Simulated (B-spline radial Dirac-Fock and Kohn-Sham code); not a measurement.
## Ionisation of each subshell: S¹²⁺

System: sulfur as S¹²⁺, configuration [He] 2s2; nuclear rms radius 3.2611 fm (A = 32).

Input of the calculation (task.json; shells as n, l, electrons):

```json
{"items": [{
  "Z": 16,
  "q": 12,
  "cfg": [[1, 0, 2], [2, 0, 2]],
  "A": 32,
  "rrms": 3.2611,
  "do": ["binding"]
}]}
```

Command: `python xray_run.py task.json out`

These are calculated numbers from a B-spline atomic structure program; the model is multi-electron Dirac-Fock with separately optimised hole states, Breit and Lamb-shift corrections added in first order. Correlation energy is missing from these numbers. Energies are counted from the vacuum level.

All terms are in eV, carry their sign (relaxation lowers the binding energy) and add up to the binding energy; ⟨r⟩ is the mean radius of the orbital in the initial state.

```tsv
subshell	−ε (Koopmans)	relaxation	Gaunt	retardation	QED	binding energy	⟨r⟩ (bohr)
K	3068.2	-4.63	-1.50	0.01	-0.67	3061.4	0.096
L1	647.3	-0.29	-0.14	0.01	-0.07	646.8	0.413
```

For the deepest level, K (1s), the Breit terms make up -0.049 % of the binding energy, QED -0.022 % and orbital relaxation -0.151 %.

Going to the tabulated ground configuration of the next ion removes an electron from L1 (2s), computed at 646.8 eV. NIST lists 651.96 ± 0.12 eV as the ionisation energy of this species (semi-empirical), +5.12 eV from the computed value.
